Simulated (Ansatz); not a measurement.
Ansatz (a program for electronic structure) input (B3LYP-D3(BJ)/def2-TZVP):

Ansatz 0.2 input:
```yaml
crystal:
  periodic: [false, false, false]
  atoms:
    - {symbol: C, position_ang: [-0.56782350, 0.01510126, -0.01515979]}
    - {symbol: S, position_ang: [1.08981442, -0.79168395, -0.25331986]}
    - {symbol: O, position_ang: [2.14816528, 0.27854345, 0.12529972]}
    - {symbol: H, position_ang: [-0.68774176, 0.31766503, 1.02483378]}
    - {symbol: H, position_ang: [-1.31766213, -0.72592601, -0.28230798]}
    - {symbol: H, position_ang: [-0.65146278, 0.88872459, -0.66096495]}
basis:
  gaussian:
    orbitals: def2-TZVP
hamiltonian:
  xc: b3lyp
  dispersion: d3bj
total_charge: -1
relax: {f_tol: 0.002, max_steps: 150}
```

End of the output:

```
mean field: 0.34 GiB planned
mean field evaluation 32: about -13970.2197 eV, gradient 2.6e-1 eV
mean field -13970.21979888 eV, -513.3961082538 hartree, gradient 1.7e-5 eV, S^2 0.000000; 0 other end points of the search recorded, 0 dependent functions left out
the calculation of the forces begins
reference -13970.22000025 eV, -513.3961156538 hartree; 17, 17 occupied and 100, 100 virtual orbitals, 734 factors
relax step   4: F+E_penalty+E_count = -13970.38239888 eV  Δ(F+E_penalty+E_count) = -8.146e-4 eV  max|allowed force component| = 4.365e-2 eV/Å  Δτ_max = 0.0072 Å  (33 SCF iters, accepted)
these checks for a lower state are left out or cut short: starts, cluster_reference, orbital_swaps, neighbouring_geometries, increment
integrals: 0.03 GiB planned
734 factors; their error is unknown
mean field: 0.34 GiB planned
mean field -13970.21990114 eV, -513.3961120116 hartree, gradient 1.7e-5 eV, S^2 0.000000; 0 other end points of the search recorded, 0 dependent functions left out
the calculation of the forces begins
reference -13970.22010251 eV, -513.3961194120 hartree; 17, 17 occupied and 100, 100 virtual orbitals, 734 factors
relax step   5: F+E_penalty+E_count = -13970.38246725 eV  Δ(F+E_penalty+E_count) = -6.837e-5 eV  max|allowed force component| = 8.989e-3 eV/Å  Δτ_max = 0.0031 Å  (33 SCF iters, accepted)
these checks for a lower state are left out or cut short: starts, cluster_reference, orbital_swaps, neighbouring_geometries, increment
integrals: 0.03 GiB planned
734 factors; their error is unknown
mean field: 0.34 GiB planned
mean field -13970.21989587 eV, -513.3961118182 hartree, gradient 1.7e-5 eV, S^2 0.000000; 0 other end points of the search recorded, 0 dependent functions left out
the calculation of the forces begins
reference -13970.22009725 eV, -513.3961192185 hartree; 17, 17 occupied and 100, 100 virtual orbitals, 734 factors
relax step   6: F+E_penalty+E_count = -13970.38247457 eV  Δ(F+E_penalty+E_count) = -7.321e-6 eV  max|allowed force component| = 2.653e-3 eV/Å  Δτ_max = 0.0008 Å  (33 SCF iters, accepted)
these checks for a lower state are left out or cut short: starts, cluster_reference, orbital_swaps, neighbouring_geometries, increment
integrals: 0.03 GiB planned
734 factors; their error is unknown
mean field: 0.34 GiB planned
mean field -13970.21989171 eV, -513.3961116651 hartree, gradient 1.7e-5 eV, S^2 0.000000; 0 other end points of the search recorded, 0 dependent functions left out
the calculation of the forces begins
reference -13970.22009308 eV, -513.3961190653 hartree; 17, 17 occupied and 100, 100 virtual orbitals, 734 factors
relax step   7: F+E_penalty+E_count = -13970.38247523 eV  Δ(F+E_penalty+E_count) = -6.601e-7 eV  max|allowed force component| = 5.924e-4 eV/Å  Δτ_max = 0.0003 Å  (33 SCF iters, accepted)
integrals: 0.03 GiB planned
734 factors; their error is unknown
mean field: 0.34 GiB planned
mean field evaluation 64: about -13970.2199 eV, gradient 1.7e-5 eV
mean field -13970.21989171 eV, -513.3961116651 hartree, gradient 1.7e-5 eV, S^2 0.000000; 1 other end points of the search recorded, 0 dependent functions left out
the calculation of the forces begins
reference -13970.22009308 eV, -513.3961190653 hartree; 17, 17 occupied and 100, 100 virtual orbitals, 734 factors
Total energy: -13970.38267660 eV, -513.4020938996 hartree
Atom 0 at    -0.545995    -0.002304    -0.021003 Å, force    -0.000592    -0.000183    -0.000031 eV/Å
Atom 1 at     1.078833    -0.807534    -0.260901 Å, force     0.000269    -0.000315    -0.000161 eV/Å
Atom 2 at     2.128144     0.304725     0.136211 Å, force     0.000335     0.000303     0.000123 eV/Å
Atom 3 at    -0.671004     0.317013     1.022456 Å, force     0.000079     0.000075     0.000024 eV/Å
Atom 4 at    -1.339257    -0.715621    -0.278084 Å, force    -0.000232     0.000107     0.000031 eV/Å
Atom 5 at    -0.637431     0.886146    -0.660297 Å, force     0.000142     0.000013     0.000014 eV/Å
Dipole moment:    -0.708304    -0.159449    -0.068061 e Å
```
